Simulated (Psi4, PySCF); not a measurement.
HBF$_{2}$ (SMILES FBF), singlet, at a GFN2-xTB geometry. Base run: BHANDHLYP/6-31G, TDA run with PySCF.

The PySCF input:
```python
from pyscf import gto, scf, dft, tdscf

mol = gto.Mole()
mol.atom = '''
    B    -0.25925993   -0.38452831    0.08683966
    H    -0.90079655   -1.33604053    0.30172369
    F     0.86442358   -0.14997585    0.70970275
    F    -0.62030178    0.51205163   -0.79147185
'''
mol.basis = '6-31g'
mol.verbose = 4
mol.build()

mf = dft.RKS(mol)
mf.xc = 'bhandhlyp'
mf.kernel()
td = mf.TDA()
td.nstates = 5
td.kernel()
td.analyze()
```

Programs used: Psi4, PySCF; a row that names a program was run with it.

Each row names what was changed in the base input (with any setting that the change needs).

| change | first excitation (eV) | oscillator strength of the first | second (eV) |
|---|---|---|---|
| base | 9.30 | 0.051 | 10.37 |
| nstates = 10 | 9.30 | 0.051 | 10.37 |
| code = psi4 | 9.30 | 0.051 | 10.37 |
| functional = blyp | 8.26 | 0.032 | 8.69 |
| basis = aug-cc-pVDZ | 9.30 | 0.069 | 10.61 |
| nstates = 15 | 9.30 | 0.051 | 10.37 |
| functional = b3lyp | 8.68 | 0.039 | 9.33 |
| guess vectors = 13 for 5 states | 9.30 | 0.051 | 10.37 |
| functional = pbe | 8.23 | 0.033 | 8.68 |
| functional = hf | 10.32 | 0.074 | 12.30 |
| functional = lc_wpbe | 8.84 | 0.041 | 9.62 |

An iterative solver can miss low states, so a row lists the states that it found.
